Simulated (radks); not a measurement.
Spherical quantum dot in the effective-mass picture: electrons in a parabolic well V = omega^2 r^2 / 2 with omega = 0.21, all in effective atomic units (hartree* = m*/eps^2 hartree, bohr* = eps/m* bohr), one dielectric constant everywhere. Calculated with a radial shooting solver with Libxc functionals: non-relativistic Kohn-Sham, exchange-only LDA, spin-polarised, spherical densities. Levels are named by radial order and angular momentum (1s, 1p, 1d, 2s, ...), and open shells are averaged over m. Each electron was tried in the lowest free levels, single moves between levels near the top were tried too, and the lowest total energy was kept; such a search can miss a lower state. At N = 1 the Hartree and exchange-correlation terms need not cancel, so that row can carry a self-interaction error.

N                         open shells  2S  mu = E(N) - E(N-1) (hartree*)  addition energy mu(N+1) - mu(N) (hartree*)  e(HOMO) (hartree*)
1                    1s(up 1, down 0)   1                        0.34119                                      0.3340             0.46884
2                                none   0                        0.67516                                      0.3524             0.77705
3                    1p(up 1, down 0)   1                         1.0276                                      0.1911              1.1228
4                    1p(up 2, down 0)   2                         1.2186                                      0.1891              1.3139
5                    1p(up 3, down 0)   3                         1.4077                                      0.2497              1.5005
6                    1p(up 3, down 1)   2                         1.6574                                      0.1605              1.7368
7                    1p(up 3, down 2)   1                         1.8179                                      0.1621              1.8992
8                                none   0                         1.9801                                      0.2643              2.0606
9                    1d(up 1, down 0)   1                         2.2443                                      0.1472              2.3182
10                   1d(up 2, down 0)   2                         2.3916                                      0.1456              2.4647
11                   1d(up 3, down 0)   3                         2.5372                                      0.1436              2.6094
12                   1d(up 4, down 0)   4                         2.6808                                      0.1414              2.7519
13                   1d(up 5, down 0)   5                         2.8223                                      0.1845              2.8923
14  1d(up 5, down 0) 2s(up 1, down 0)   6                         3.0068                                      0.1412              3.0744
15                   1d(up 5, down 2)   3                         3.1480                                      0.1245              3.2076
16                   1d(up 5, down 3)   2                         3.2724                                      0.1289              3.3371
17                   1d(up 5, down 4)   1                         3.4013                                      0.1277              3.4654
18                               none   0                         3.5290                                      0.1481              3.5924
19                   2s(up 1, down 0)   1                         3.6771                                      0.1516              3.7396
20                               none   0                         3.8286                                      0.1586              3.8890
21                   1f(up 1, down 0)   1                         3.9872                                      0.1179              4.0463
22                   1f(up 2, down 0)   2                         4.1050                                      0.1169              4.1637
23                   1f(up 3, down 0)   3                         4.2219                                      0.1159              4.2801
24                   1f(up 4, down 0)   4                         4.3378                                      0.1149              4.3955
25                   1f(up 5, down 0)   5                         4.4527                                           -              4.5099

All shells are closed at N = 2, 8, 18, 20 (there: 1s2 1p6 1d10 2s2); the second difference of the energy has clear peaks (12 % above both neighbours; the first and last values, which can be the largest, are not judged, and half-filled shells can peak too) at N = 5, 8, 13.
